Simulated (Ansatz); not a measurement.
C₂H₆O₂Si₂ (`O[Si]1([SiH3])C=CO1`). Total charge 0; spin multiplicity 1. Geometry: relaxed with PBE0-D4/def2-TZVP. It is one conformer, not always the lowest.

```xyz
12

O     0.332   -1.763    1.188
Si   -0.004   -0.488    0.226
Si    1.677    1.094    0.562
C    -1.718    0.064   -0.127
C    -1.404   -0.286   -1.387
O    -0.166   -0.884   -1.444
H    -0.296   -2.490    1.193
H     1.571    1.659    1.934
H     1.505    2.190   -0.427
H     3.021    0.481    0.393
H    -2.594    0.583    0.224
H    -1.923   -0.158   -2.334
```

Question: What is the dipole moment at r2SCAN/def2-TZVPP? (Estimate.)

Answer: Ansatz gave: 1.58 D, with components (-1.53, -0.15, 0.33) D in this frame, pointing from negative to positive charge.

Question: And with PBE, B3LYP, ωB97M-V? (Estimate.)

Answer: Ansatz gave: PBE 1.52 D, B3LYP 1.64 D, ωB97M-V 1.66 D.

Question: Give the Mulliken charges with r2SCAN, PBE, ωB97M-V in def2-TZVPP. (Estimate.)

Answer: Computed: 
```tsv
atom	r2SCAN	PBE	ωB97M-V
O1	-0.40	-0.33	-0.36
Si2	0.67	0.53	0.59
Si3	0.14	0.06	0.03
C4	-0.46	-0.37	-0.43
C5	0.26	0.16	0.20
O6	-0.40	-0.32	-0.39
H7	0.20	0.19	0.18
H8	-0.06	-0.04	-0.02
H9	-0.06	-0.04	-0.01
H10	-0.05	-0.04	-0.01
H11	0.08	0.09	0.11
H12	0.08	0.10	0.12
```

B3LYP here is the variant with VWN-RPA as its local correlation; programs differ in this.
